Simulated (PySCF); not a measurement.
Compound: C2H9FGa2O2.
SMILES: `C[O+]1[GaH2-][O+](CF)[GaH2-]1`

Level: wB97X-D/def2-SVPD in PySCF, non-relativistic, on one gas-phase PBE0-D3(BJ)/def2-SVP geometry that isn't relaxed in the solvent. The solvent is an IEF-PCM continuum (Bondi radii, 1.10 Å for H, scaled by 1.2), and excitations are vertical TDDFT with non-equilibrium linear response and a frozen core. Only the electrostatic response of the medium enters. Spin–orbit coupling is left out although an atom past zinc is present.

Gas-phase singlets (H = HOMO, L = LUMO):

```
state  E (eV)  λ (nm)      f  leading configurations
   S1   6.302     197  0.000                 H→L 82%
   S2   6.852     181  0.001    H-1→L 47%, H→L+3 28%
   S3   7.185     173  0.010               H-2→L 70%
   S4   7.522     165  0.116    H→L+4 35%, H→L+3 16%
   S5   7.589     163  0.230    H→L+1 59%, H→L+4 16%
```

Task: How does the list change in chloroform (ε = 4.711)?

Result: 
```csv
state,E (eV),λ (nm),f,leading configurations,change by rank (eV)
S1,6.405,194,0.000,H→L 84%,+0.103
S2,6.957,178,0.002,"H-2→L 51%, H→L+3 22%",+0.105
S3,7.191,172,0.013,H-1→L 73%,+0.006
S4,7.455,166,0.385,"H→L+1 50%, H→L+3 14%",-0.067
S5,7.571,164,0.122,"H→L+4 37%, H→L+1 23%",-0.018
```

Task: Give the list for tetrahydrofuran (ε = 7.426), n² = 1.97.

Result: 
```
state  E (eV)  λ (nm)      f  leading configurations  change by rank (eV)
   S1   6.430     193  0.000                 H→L 85%               +0.128
   S2   6.987     177  0.002    H-2→L 51%, H→L+4 25%               +0.135
   S3   7.197     172  0.013               H-1→L 74%               +0.012
   S4   7.457     166  0.373    H→L+1 51%, H→L+3 18%               -0.065
   S5   7.580     164  0.122    H→L+4 26%, H→L+1 23%               -0.009
```

Task: How do the frontier levels move from gas to tetrahydrofuran?

Result: 
```tsv
orbital	gas (eV)	solvent (eV)	change (eV)
LUMO+2	1.91	1.99	+0.08
LUMO+1	1.54	1.65	+0.11
LUMO	1.13	1.38	+0.25
HOMO	-9.54	-9.48	+0.06
HOMO-1	-10.35	-10.24	+0.11
HOMO-2	-10.49	-10.38	+0.11
HOMO-3	-10.91	-10.76	+0.15
```

The HOMO–LUMO gap goes from 10.67 to 10.86 eV. Rows go by rank; for HOMO-2, HOMO-1 and HOMO the atom shares or the degeneracy differ between the runs, so the row needn't follow one orbital.

Time: 1.9 min; peak memory 1.3 GiB. Hardware: one thread of an Arm Neoverse N1, on a shared host. This is the whole response run at wB97X-D/def2-SVPD in tetrahydrofuran, SCF included.

Conformer computed: `[CH3:1][O+:2]1[GaH2-:3][O+:4]([CH2:5][F:6])[GaH2-:7]1`: Ga3–O4–C5–F6 -178°.
